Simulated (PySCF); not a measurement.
Species: C4H5FNSi (doublet state).
Z-matrix (Å and degrees, GFN2-xTB geometry), rows numbered from 1:
```
N 
Si  1  1.7179
C   2  1.8906  1  120.87
C   3  1.3218  2  111.47  1   115.55
C   4  1.4677  3  113.52  2    -2.68
F   5  1.3500  4  117.72  3  -179.03
C   5  1.3317  4  118.57  3     0.28
H   1  1.0074  2  119.53  3   -55.86
H   1  1.0059  2  118.87  3    84.55
H   2  1.4566  1  108.10  3  -132.24
H   4  1.0785  3  127.32  2   178.35
H   7  1.0748  2  129.33  1    57.37
```

The hyperfine couplings belong to this conformer and change with its torsions.

The species is `N[Si@H]1[C]=CC(F)=C1` [radical].

Theory: UKS B3LYP, pcH-1 on C F H N Si, non-relativistic, mean-field spin-orbit, GIAO in PySCF. Geometry: GFN2-xTB, one conformer, isolated molecule. A GFN2-xTB geometry isn't a minimum of the functional, and hyperfine couplings can be far from their values at a DFT geometry. The SCF solution wasn't tested for stability.

(1) Match the computed a_iso(13C) values +340.9, +97.7, +19.8, -11.1 MHz with the sites C3; C4; C5; C7.

(2) The isotropic 1H couplings, averaged over equivalent nuclei, are +85.8, +13.4, -4.3, -0.5 MHz. Assign them to H8/H9; H10; H11; H12.

## Answers

(1) 
```csv
site,a_iso (MHz),ρ(0) (bohr⁻³),position,distance from C3 (Å),spin population,largest |T| (MHz)
C3,+340.9,+0.3033,largest spin population,0.00,+1.00,133.1
C4,-11.1,-0.0099,1 bond from C3,1.32,-0.16,20.4
C5,+97.7,+0.0869,2 bonds from C3,2.33,+0.09,7.5
C7,+19.8,+0.0176,2 bonds from C3,2.63,-0.02,13.4
```

(2) 
```json
{"site": "H8/H9", "a_iso (MHz)": "-0.5", "ρ(0) (bohr⁻³)": "-0.0001", "position": "3 bonds from C3", "distance from C3 (Å)": "3.55", "bound to": "N1", "spin population there": "0.00", "largest |T| (MHz)": "3.0"}
{"site": "H10", "a_iso (MHz)": "-4.3", "ρ(0) (bohr⁻³)": "-0.0010", "position": "2 bonds from C3", "distance from C3 (Å)": "2.80", "bound to": "Si2", "spin population there": "+0.04", "largest |T| (MHz)": "6.0"}
{"site": "H11", "a_iso (MHz)": "+85.8", "ρ(0) (bohr⁻³)": "+0.0192", "position": "2 bonds from C3, on C4 of spin population -0.16", "distance from C3 (Å)": "2.15", "bound to": "C4", "spin population there": "-0.16", "largest |T| (MHz)": "10.6"}
{"site": "H12", "a_iso (MHz)": "+13.4", "ρ(0) (bohr⁻³)": "+0.0030", "position": "3 bonds from C3", "distance from C3 (Å)": "3.70", "bound to": "C7", "spin population there": "-0.02", "largest |T| (MHz)": "3.7"}
```

ρ(0) is the spin density at the nucleus and T the dipolar tensor; a_iso includes a spin–orbit part; entries for several nuclei are means. The Mulliken spin populations are largest on C3 (+1.00), C4 (-0.16) and C5 (+0.09). No atom but C3 exceeds +0.15. The positive populations add up to 1.17 and the negative ones to -0.17, together 2S = 1.

The spin density at the nucleus, in bohr⁻³, is negative for C4 (-0.0099), for instance. A restricted open-shell determinant has no negative spin density anywhere; here it arises because α and β orbitals differ (spin polarisation).

Class means assume fast exchange of nuclei equivalent by connectivity; if that motion is slow, each nucleus keeps its own coupling.

The run took 61 s of wall time (with the writing of density and orbital grids) on one thread, Arm Neoverse V2 (aarch64), shared host with 96 logical CPUs at a one-minute load of 57, and the process peaked at 0.91 GiB of memory.
